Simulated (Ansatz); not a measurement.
This geometry of CH$_{10}$B$_{2}$Si$_{3}$ (16 atoms, charge 0, multiplicity 1) is a first-order saddle point.

The calculation used Ansatz, RKS B3LYP/STO-3G.

```xyz
16
Properties=species:S:1:pos:R:3
B -0.885 -1.068 1.833
Si -0.096 -0.546 0.105
C -0.065 -2.116 -0.967
B 1.621 0.441 0.270
Si 0.935 2.293 0.060
Si -0.958 1.368 -0.787
H -2.039 -0.982 2.037
H -0.230 -1.494 2.709
H 0.357 -1.909 -1.959
H -1.075 -2.522 -1.113
H 0.548 -2.899 -0.502
H 2.724 0.039 0.245
H 1.713 3.236 -0.718
H 0.685 2.903 1.352
H -1.030 1.382 -2.234
H -2.228 1.853 -0.286
```

Task: Which two structures does it join? (They come from a converged band through this point; their orientation in space is the band's.)

Result: No bond is made or broken. The dihedral H8–B1–Si2–Si6 goes from 130 to -49°. The two ends are copies of one structure, up to a mirror image or an exchange of like atoms.

Initial state:

```xyz
16
Properties=species:S:1:pos:R:3
B -0.752 -0.866 1.811
Si 0.044 -0.636 0.058
C 0.296 -2.246 -0.900
B 1.535 0.651 0.232
Si 0.531 2.358 0.110
Si -1.102 1.122 -0.862
H -0.904 0.054 2.523
H -1.128 -1.906 2.203
H 0.676 -2.063 -1.913
H -0.644 -2.806 -0.994
H 1.018 -2.898 -0.389
H 2.690 0.455 0.151
H 1.132 3.450 -0.629
H 0.134 2.871 1.406
H -1.069 1.132 -2.309
H -2.480 1.306 -0.453
```

Final state:

```xyz
16
Properties=species:S:1:pos:R:3
B -0.753 -0.867 1.813
Si 0.048 -0.637 0.062
C 0.299 -2.245 -0.899
B 1.538 0.653 0.225
Si 0.530 2.359 0.109
Si -1.104 1.120 -0.856
H -1.134 -1.907 2.201
H -0.902 0.052 2.527
H 0.694 -2.062 -1.906
H -0.645 -2.797 -1.008
H 1.008 -2.905 -0.381
H 2.691 0.458 0.132
H 1.126 3.451 -0.633
H 0.138 2.872 1.406
H -1.075 1.129 -2.303
H -2.481 1.301 -0.444
```

Task: How far does it lie above each of them?

Result: 0.203 eV above the first and 0.203 eV above the second. This is the barrier of this one path; another mechanism may lie lower. Limits of this set-up: minimal basis.

The run took 11 min on 1 thread of Arm Neoverse V1, on a shared host, peak memory 0.14 GiB.
